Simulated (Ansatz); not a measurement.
Consider the cleavage of the Si–Al bond: `C=[CH][Al]([CH3])[SiH3]` + `OC[TeH]` → `[SiH3]OC[TeH]` + `C=[CH][AlH][CH3]`.

Gas-phase electronic energies from Ansatz, PBE0-D4/def2-TZVP geometries. CCSD(T)/CBS adds triple-zeta CCSD(T) − MP2 to the extrapolated MP2 energy (def2 sets, frozen cores). DFT in def2-TZVPP. B3LYP here is the variant with VWN-RPA as its local correlation; programs differ in this. Elements past krypton have def2 core potentials. For Te outer-core shells are correlated without core-valence functions, which leaves a few kJ/mol of doubt a bond. One conformer a species, not always the lowest.

Q: Is it downhill or uphill in electronic energy at CCSD(T)/CBS, and by how much? (Estimate.)

A: Computed: Downhill: ΔE = -76.3 kJ/mol.

Q: What do these levels give: PBE-D4, r2SCAN-D4, B2PLYP, PBE, r2SCAN, PBE0, B3LYP, SCS-MP2/def2-TZVPP, CCSD(T)/def2-TZVPP, SCS-MP2/def2-QZVPP, HF/CBS(def2), CCSD/CBS(def2)? (Estimate.)

A: Ansatz gave: PBE-D4 -51.2, r2SCAN-D4 -68.9, B2PLYP -79.5, PBE -48.6, r2SCAN -68.6, PBE0 -55.5, B3LYP -73.4, SCS-MP2/def2-TZVPP -88.0, CCSD(T)/def2-TZVPP -74.8, SCS-MP2/def2-QZVPP -89.3, HF/CBS(def2) -96.9, CCSD/CBS(def2) -78.7 kJ/mol.

Largest T1 diagnostic among the species: 0.012.

The D4 term adds −4.5 kJ/mol with B3LYP and −2.1 kJ/mol with PBE0; it sums over pairs of atoms, weighted by their polarisabilities, and B3LYP, whose exchange is more repulsive, gets the larger term. In def2-TZVPP, CCSD(T) changes the Hartree–Fock value by +19.7 kJ/mol (the triples alone add +2.3 kJ/mol) and MP2 by +9.4 kJ/mol. From PBE to PBE0 (25 % exact exchange), in def2-TZVPP and without D4, ΔE moves by −6.9 kJ/mol.
